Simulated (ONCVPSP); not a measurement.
## silicon: one change to an ONCV potential, before and after

```json
{
 "Element": "silicon (Si)",
 "Generator": "ONCVPSP 4.0.1",
 "Type": "optimised norm-conserving Vanderbilt (ONCV)",
 "Functional": "PBE",
 "Relativity": "non-relativistic",
 "Frozen core": "[Ne]",
 "Valence charge": "4",
 "Reference configuration": "3s2 3p2",
 "Partial waves": "3s: rc 1.95 bohr, ncon 4, nbas 8, qcut 3.1 1/bohr, 2 projectors, debl 0.8 Ha; 3p: rc 2.20 bohr, ncon 4, nbas 8, qcut 3.4 1/bohr, 2 projectors, debl 0.8 Ha; d scattering state at 0.18 Ha: rc 2.35 bohr, ncon 5, nbas 8, qcut 4.3 1/bohr, 2 projectors, debl 0.8 Ha",
 "Local potential": "polynomial inside 1.95 bohr (lpopt 2, dvloc0 1 Ha)",
 "Core correction": "Teter function, fcfact 6, rcfact 1.45"
}
```

Change: scalar-relativistic.

Cutoffs: the cutoffs (Ha) at which the residual kinetic energy of the hardest occupied pseudo-wave falls to 1 and 0.1 mHa per electron; they do not see the model core or the augmentation charge, which bear on the density cutoff. Errors are all-electron minus pseudo energies relative to the spin-unpolarised reference configuration.

Question: Predict the effect on cutoff, ghosts and configuration errors.

Answer: The potential gets neither clearly harder nor softer (14 Ha and 42 Ha → 14 Ha and 42 Ha); of the 4 tests that both files solve, the error grows in 0 and shrinks in 2 by more than 15 % and 0.3 meV (median size 22.5 → 22.8 meV); neither file shows a bound ghost.

```tsv
quantity	base	changed
cutoff, loose	14 Ha	14 Ha
cutoff, tight	42 Ha	42 Ha
loose cutoff by channel	s 14 Ha, p 3.1 Ha	s 14 Ha, p 3.1 Ha
bound ghosts	none	none
GHOST(+) flags under 300 eV	none	none
error for 3s2 3p1, meV [ΔE 7.75 → 7.74 eV]	+2.4	+2.0
error for 3s2 3p0, meV [ΔE 23.76 → 23.73 eV]	+9.3	+7.8
error for 3s1 3p0, meV [ΔE 57.66 → 57.70 eV]	-51	-56
error for 3s0 3p4, meV [ΔE 13.66 → 13.78 eV]	-36	-38
s: phases at 1.98 bohr within 0.05 rad from the reference energy up to (Ha; the scan ends near 5)	2.8	2.8
p: phases at 2.23 bohr within 0.05 rad from the reference energy up to (Ha; the scan ends near 5)	2.5	2.5
d: phases at 2.38 bohr within 0.05 rad from the reference energy up to (Ha; the scan ends near 5)	to the end of the scan	to the end of the scan
rms error of d²Exc/dni dnj with the model core, mHa	1.51	1.53
```
